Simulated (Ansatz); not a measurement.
ClI3Sn (`[Cl][Sn]([I])([I])[I]`), relaxed with RKS PBE-D4/def2-SVP in the Gaussian-basis code of Ansatz from a rough embedded geometry. The force threshold is 0.03 eV/Å; the program also tests the step.

The species carries charge 0 and has multiplicity 1. Sn, I takes the def2 core potential.

Start:

```xyz
5

Cl   -0.697    1.120   -2.068
Sn   -0.038    0.048   -0.054
I     2.640   -0.400   -0.159
I    -0.560    1.570    2.063
I    -1.344   -2.337    0.218
```

| step | energy (eV) | largest force (eV/Å) | largest move (Å) |
| --- | --- | --- | --- |
| 1 | -42651.7140 | 0.570 | 0.000 |
| 2 | -42651.7347 | 0.177 | 0.085 |
| 3 | -42651.7367 | 0.111 | 0.024 |
| 4 | -42651.7372 | 0.002 | 0.006 |

End:

```xyz
5

Cl   -0.706    1.096   -2.014
Sn   -0.010    0.016   -0.030
I     2.652   -0.413   -0.188
I    -0.592    1.627    2.059
I    -1.343   -2.325    0.172
```

Hardware: 4 threads of an AMD EPYC 9R45 on a shared host. Wall time 3 s, peak host memory 0.22 GiB.
